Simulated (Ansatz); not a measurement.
CH7ClGeSi can be A, `[CH3][GeH]([SiH3])[Cl]`, or B, `Cl[SiH2][CH2][GeH3]`.

Gas-phase electronic energies from Ansatz, PBE0-D4/def2-TZVP geometries. CCSD(T)/CBS adds triple-zeta CCSD(T) − MP2 to the extrapolated MP2 energy (def2 sets, frozen cores). DFT in def2-TZVPP. B3LYP here is the variant with VWN-RPA as its local correlation; programs differ in this. For Ge outer-core shells are correlated without core-valence functions, which leaves a few kJ/mol of doubt a bond. Scalar relativity is left out up to krypton. One conformer a species, not always the lowest.

**Question.** Which isomer does CCSD(T)/CBS put lower? Give the gap. (Estimate.)

**Answer.** Computed: B, by 2.1 kcal/mol.

**Question.** Give E(B) − E(A) in kcal/mol with BLYP-D4, CCSD(T)/def2-SVP, r2SCAN-D4, B3LYP, B3LYP-D4, CCSD/def2-TZVPP, LDA (SPW92). (Estimate.)

**Answer.** The calculation gave: BLYP-D4 1.1, CCSD(T)/def2-SVP -1.2, r2SCAN-D4 -0.7, B3LYP 0.4, B3LYP-D4 0.3, CCSD/def2-TZVPP -1.4, LDA (SPW92) -1.4. The order is the other way round with BLYP-D4, B3LYP, B3LYP-D4.

**Question.** Does the order hold for the free energy at 298.15 K (harmonic terms from PBE0-D4)? (Estimate.)

**Answer.** Computed: Yes: G(B) − G(A) = -3.3 kcal/mol, for one conformer each. Modes under 60 cm⁻¹, often nearly free rotors, make the harmonic entropy too high.

Largest T1 diagnostic: 0.010.

Leaving LDA and LC-ωPBE aside and taking each functional with its dispersion term where it has one, the values, not all of them listed here, spread over 3.2 kcal/mol, from ωB97M-V to PBE-D4. LDA lies −2.5 kcal/mol from PBE without D4. From PBE to PBE0 (25 % exact exchange), in def2-TZVPP and without D4, E(B) − E(A) moves by −1.0 kcal/mol.
